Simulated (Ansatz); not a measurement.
Ansatz (an electronic-structure program) input:

Ansatz 0.2 input:
```yaml
crystal:
  periodic: [false, false, false]
  atoms:
    - {symbol: C, position_ang: [2.44205183, 0.52179049, -0.59620332]}
    - {symbol: C, position_ang: [1.49964173, -0.07061435, 0.46673631]}
    - {symbol: C, position_ang: [0.14089565, 0.51343107, 0.40214243]}
    - {symbol: C, position_ang: [-1.02527076, -0.25215002, 0.04792754]}
    - {symbol: O, position_ang: [-0.94619449, -1.45431377, -0.21376889]}
    - {symbol: C, position_ang: [-2.35615197, 0.47193234, 0.00139444]}
    - {symbol: H, position_ang: [2.52731750, 1.60534129, -0.49278681]}
    - {symbol: H, position_ang: [2.07478154, 0.30490105, -1.59999263]}
    - {symbol: H, position_ang: [3.44045445, 0.09297813, -0.49873292]}
    - {symbol: H, position_ang: [1.42650619, -1.15109698, 0.34500935]}
    - {symbol: H, position_ang: [1.92719462, 0.12643151, 1.45751216]}
    - {symbol: H, position_ang: [0.02114102, 1.57478152, 0.59773704]}
    - {symbol: H, position_ang: [-2.33219561, 1.26930015, -0.74552112]}
    - {symbol: H, position_ang: [-2.57679909, 0.93772302, 0.96475608]}
    - {symbol: H, position_ang: [-3.14584370, -0.23218651, -0.24981462]}
basis:
  gaussian:
    orbitals: def2-TZVPD
hamiltonian:
  xc: {name: BHLYP}
magnetization: {spin_polarized: true, initial_magnetization: 1}
output: {forces: true}
```

Predict the final energy.

-271.07153 Eh (BHLYP/def2-TZVPD). The basis has 306 functions.

It need not be the lowest isomer of its formula.
